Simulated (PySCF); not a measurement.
F5W, doublet, at a GFN2-xTB geometry (such geometries of metal compounds can be far from the true shape) (the multiplicity is a formal guess) (core potentials on W). Base run: DF-PBE/def2-SV(P) (PySCF).

Here is a job for PySCF.
```python
from pyscf import gto, scf, dft

mol = gto.M(
    atom='''
W    -0.030150   -0.029819    0.012376
F     0.908571   -0.743735    1.428244
F    -1.311344    0.354450   -1.253645
F     0.816838    1.565568    0.605060
F     1.132618    0.288130   -1.456680
F    -1.298781   -1.219236    0.575260
''',
    basis='def2-sv(p)',
    ecp={'W': 'def2-sv(p)'},
    charge=0,
    spin=1,
    verbose=4,
)

mf = dft.UKS(mol)
mf.xc = 'pbe'
mf = mf.density_fit(auxbasis='def2-universal-jkfit')
mf.kernel()
```

The base run was repeated with changes; each row names its change, and settings that it needs were set with it.

```csv
change,E (Eh),HOMO (eV),dipole (D),<S^2>,core-seconds (rough),outcome
base,-565.66622,-6.64,0.89,0.752,10,converged
functional = bp86,-566.19654,-6.75,0.89,0.752,10,converged
functional = m06l,-566.05486,-7.16,1.04,0.752,20,converged
functional = o3lyp,-565.97767,-7.59,0.99,0.752,9,converged
functional = b97m_v,-,-,-,-,-,cut at the time limit
functional = pbe0; dispersion = d3bj,-565.57445,-8.69,1.07,0.752,10,converged
functional = scan,-565.98598,-7.33,0.99,0.752,20,converged
functional = r2scan,-565.91262,-7.33,0.99,0.752,20,converged
functional = m062x,-565.74099,-10.52,1.14,0.752,20,converged
functional = b3lyp5,-565.86255,-8.19,1.03,0.751,10,converged
functional = b97-1,-565.90752,-8.24,1.03,0.752,10,converged
functional = pbe0,-565.57124,-8.69,1.07,0.752,10,converged
functional = camb3lyp,-565.89788,-10.17,1.11,0.752,10,converged
```

Absolute energies of different levels of theory aren't comparable as measures of quality.

Open shells are given as the SCF converged; they aren't shown to be the lowest states, and a large step between rows can be another state.
